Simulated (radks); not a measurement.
The numbers below are computed, except where a source is named.
All-electron atom: the tungsten ion W0.4+ in [Xe] 4f14 5d4 6s(up 1, down 0.6) (fractional occupations, a model configuration). Level of theory: scalar-relativistic Kohn-Sham, LDA (Slater exchange, Perdew-Wang correlation), spin-polarised, spherical densities, point nucleus; open shells are filled with parallel spins first (spin-orbit coupling, left out, can overturn this in heavy ions) (a radial shooting solver on a logarithmic mesh with Libxc functionals).

Normalised radial functions P(r) = r R(r), r in bohr:

r,5p up,4f down
0.001984,0.0053,0.0000
0.00231,0.0069,0.0000
0.002689,0.0089,0.0000
0.00313,0.0114,0.0000
0.003644,0.0146,0.0000
0.004277,0.0190,0.0000
0.004979,0.0243,0.0000
0.005796,0.0309,0.0000
0.006748,0.0393,0.0000
0.007855,0.0496,0.0000
0.009145,0.0623,0.0001
0.01065,0.0776,0.0001
0.01239,0.0958,0.0002
0.01454,0.1182,0.0003
0.01693,0.1423,0.0006
0.01971,0.1686,0.0010
0.02295,0.1956,0.0017
0.02671,0.2212,0.0029
0.0311,0.2423,0.0049
0.0362,0.2547,0.0082
0.04215,0.2530,0.0136
0.04946,0.2301,0.0227
0.05758,0.1831,0.0364
0.06703,0.1088,0.0573
0.07804,0.0092,0.0885
0.09085,-0.1075,0.1336
0.1058,-0.2247,0.1968
0.1231,-0.3188,0.2819
0.1433,-0.3623,0.3918
0.1682,-0.3272,0.5345
0.1958,-0.2058,0.6914
0.228,-0.0109,0.8597
0.2654,0.2183,1.0240
0.309,0.4213,1.1652
0.3597,0.5321,1.2637
0.4187,0.5023,1.3044
0.4874,0.3201,1.2816
0.572,-0.0008,1.1937
0.6659,-0.3596,1.0623
0.7752,-0.6913,0.9010
0.9025,-0.9287,0.7275
1.051,-1.0337,0.5581
1.223,-1.0044,0.4056
1.424,-0.8702,0.2783
1.658,-0.6781,0.1795
1.945,-0.4659,0.1053
2.265,-0.2919,0.0589
2.636,-0.1629,0.0304
3.069,-0.0800,0.0143
3.573,-0.0341,0.0060
4.16,-0.0123,0.0023
4.842,-0.0037,0.0007
5.637,-0.0009,0.0002
6.616,-0.0002,0.0000
7.702,0.0000,0.0000
8.966,0.0000,0.0000
10.44,0.0000,0.0000

5p up: eigenvalue -46.865 eV, 3 radial nodes at r = 0.0790, 0.230, 0.572 bohr, <r> = 1.25 bohr, 90 % of the charge inside 1.84 bohr. 4f down: eigenvalue -35.810 eV, 0 radial nodes, <r> = 0.606 bohr, 90 % of the charge inside 1.00 bohr.
